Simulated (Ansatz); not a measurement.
Reactions of CH₇AlOSi₂ (`[SiH3][SiH]1O[CH2][AlH]1`).

Calculated with Ansatz (gas phase, PBE0-D4/def2-TZVP geometries, no zero-point term in ΔE). CBS: MP2 limit from def2 TZ/QZ plus the TZ coupled-cluster correction, frozen cores. This one scheme is used for every species. One conformer a species, not always the lowest.

Question: Order these by ΔE at CCSD(T)/CBS, lowest first. (Best estimate.)
A. `[SiH3][SiH]1O[CH2][AlH]1` + H₂O → `O[SiH3]` + `[CH2]1O[SiH2][AlH]1`
B. `[SiH3][SiH]1O[CH2][AlH]1` → `[AlH2][CH]1O[SiH2][SiH2]1`
C. `[SiH3][SiH]1O[CH2][AlH]1` + H₂ → `[CH2]1O[SiH2][AlH]1` + SiH₄
D. `[SiH3][SiH]1O[CH2][AlH]1` + `BS` → `BS[SiH3]` + `[CH2]1O[SiH2][AlH]1`
E. `[SiH3][SiH]1O[CH2][AlH]1` → `[OH][Al]1[CH2][SiH2][SiH2]1`
F. `[SiH3][SiH]1O[CH2][AlH]1` + `O[SiH2]S` → `[SiH3]O[SiH2]S` + `[CH2]1O[SiH2][AlH]1`

Answer: E (-2.22 eV), F (-1.01 eV), A (-0.79 eV), D (-0.45 eV), C (-0.15 eV), B (+0.07 eV).

Largest T1 diagnostic: 0.015, for `BS`.
